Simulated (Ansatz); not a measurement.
Molecule: C₆H₁₁S (charge 0, doublet). It need not be the lowest isomer of its formula. SMILES: [CH]1CCCCSC1
Structure (B3LYP-D3(BJ)/def2-TZVP (Ansatz, a program for electronic structure) minimum search):
```
C
H 1 1.0926
H 1 1.0955 2 106.69
C 1 1.4901 2 108.99 3 -119.82
H 4 1.0846 1 116.86 2 -41.73
C 4 1.4675 5 117.31 1 158.71
H 6 1.0888 4 112.53 5 26.69
H 6 1.0924 7 108.72 4 -125.93
C 1 1.5527 2 108.15 3 117.75
H 9 1.0913 1 107.94 2 83.73
H 9 1.0930 10 106.42 1 116.87
C 9 1.5341 10 109.37 11 116.31
H 12 1.0925 9 108.18 10 -39.53
H 12 1.0957 13 106.22 9 117.05
C 12 1.5325 13 108.92 14 114.34
H 15 1.0906 12 109.33 13 -42.36
H 15 1.0916 16 106.56 12 119.80
S 15 1.8213 16 105.78 17 113.22
```
Charge 0, spin multiplicity 2.

Quantity: atomisation energy (electronic, to ground-state atoms), in kcal/mol. Valence correlation only, unless marked. UHF or UKS for open shells. No spin-orbit coupling. Non-relativistic. The coupled-cluster limit lacks core correlation, which all-electron functionals hold. Basis-set limits of correlation are two-point, X^-3; Hartree-Fock from the larger set. [CCSD(T)-MP2]/basis is that difference in the basis named.

| level | program | atomisation energy (kcal/mol) | minus last row |
|---|---|---|---|
| revPBE-D3(BJ)/def2-TZVPD | Ansatz + dftd3 | 1713.1 | 1.0 |
| r2SCAN-D3(BJ)/def2-TZVPD | Ansatz + dftd3 | 1723.6 | 11.5 |
| B97M-V/def2-TZVPD | Ansatz | 1716.7 | 4.6 |
| B3LYP/def2-TZVPD | Ansatz | 1695.1 | -17.0 |
| r2SCANh/def2-TZVPD | Ansatz | 1713.0 | 0.9 |
| HSE06-D3(BJ)/def2-TZVPD | Ansatz + dftd3 | 1734.3 | 22.2 |
| HSE06/def2-TZVPD | Ansatz | 1726.4 | 14.3 |
| LC-wPBE-D4/def2-TZVPD | Ansatz + dftd4 | 1726.7 | 14.6 |
| LC-wPBE/def2-TZVPD | Ansatz | 1713.9 | 1.8 |
| B2PLYP-D3(BJ)/def2-TZVPD | Ansatz + dftd3 | 1697.8 | -14.3 |
| B2PLYP-D4/def2-TZVPD | Ansatz + dftd4 | 1696.6 | -15.5 |
| RI-MP2/cc-pV(T+d)Z | Ansatz | 1692.8 | -19.3 |
| SCS-MP2/6-31G | Ansatz | 1474.0 | -238.1 |
| CCSD/6-31G* | Ansatz | 1555.6 | -156.5 |
| RI-MP2/CBS(cc-pV(T+d)Z,cc-pV(Q+d)Z)+[CCSD(T)-MP2]/cc-pV(T+d)Z | Ansatz | 1712.1 | 0.0 |
